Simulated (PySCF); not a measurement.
One formula, C7H8O2, several structures.

PySCF, CAM-B3LYP/def2-SVPD, density fitting, gas phase; each molecule at its own GFN2-xTB geometry, one conformer. Singlet excitations by full TDDFT with frozen cores and triplets by Tamm–Dancoff TDDFT. 

Torsions of the conformers computed, which needn't be the lowest (atom-mapped SMILES):
- `[CH:1]#[C:2][CH2:3][CH2:4]/[CH:5]=[CH:6]\[C:7](=[O:8])[OH:9]`: C2–C3–C4–C5 62°, C3–C4–C5–C6 96°, C5–C6–C7–O8 -6°, H–O9–C7–C6 180°
- `[CH3:1]/[CH:2]=[C:3]([CH:4]=[O:5])/[CH:6]=[CH:7]\[CH:8]=[O:9]`: C2–C3–C4–O5 167°, C2–C3–C6–C7 37°, C6–C7–C8–O9 -160°
- `[CH2:1]=[CH:2]/[CH:3]=[CH:4]\[C:5](=[CH2:6])[C:7](=[O:8])[OH:9]`: C1–C2–C3–C4 -171°, C3–C4–C5–C6 39°, C4–C5–C7–O8 -17°, H–O9–C7–C5 180°
- `[CH3:1][C:2]#[C:3]/[CH:4]=[CH:5]\[O:6][C:7]([CH3:8])=[O:9]`: C4–C5–O6–C7 180°, C5–O6–C7–C8 -178°

The conformers of `O=C[C@@H]1CC=CC(=O)C1` aren't listed.

Reference: `C#CCC/C=C\C(=O)O`, with HOMO energy -9.13 eV, LUMO energy -0.41 eV, lowest singlet excitation 4.99 eV, lowest triplet excitation 3.79 eV and mean polarisability 89.0 au.

Changes against it:

| molecule | Δ electronic energy (kcal/mol) | Δ HOMO energy (eV) | Δ LUMO energy (eV) | Δ lowest singlet excitation (eV) | Δ lowest triplet excitation (eV) | Δ mean polarisability (au) |
| --- | --- | --- | --- | --- | --- | --- |
| O=C[C@@H]1CC=CC(=O)C1 | -29.4 | +0.26 | -0.29 | -1.14 | -0.44 | -6.5 |
| CC#C/C=C\OC(C)=O | -1.4 | +1.29 | +0.53 | +0.34 | -0.45 | +8.3 |

Rows whose labels were lost:

```csv
row,Δ electronic energy (kcal/mol),Δ HOMO energy (eV),Δ LUMO energy (eV),Δ lowest singlet excitation (eV),Δ lowest triplet excitation (eV),Δ mean polarisability (au)
P,-4.2,+0.39,-0.91,-1.29,-0.84,+5.2
Q,-17.1,+1.26,-0.36,-0.46,-1.04,+9.3
```

Problem. Which row belongs to which of `C/C=C(C=O)/C=C\C=O` and `C=C/C=C\C(=C)C(=O)O`?

Solution. P = `C/C=C(C=O)/C=C\C=O` and Q = `C=C/C=C\C(=C)C(=O)O`. P and Q are told apart most clearly by the electronic energy (-4.2 against -17.1 kcal/mol).

Problem. Which row has the smallest HOMO–LUMO gap and which the largest, and does the HOMO or the LUMO shift more there?

Solution. Smallest, counted from the reference: Q, -1.62 eV (HOMO +1.26, LUMO -0.36), the larger shift being that of the HOMO. Largest: `O=C[C@@H]1CC=CC(=O)C1`, -0.55 eV (HOMO +0.26, LUMO -0.29), the larger shift being that of neither alone. The gap of the reference itself lies above all of them.
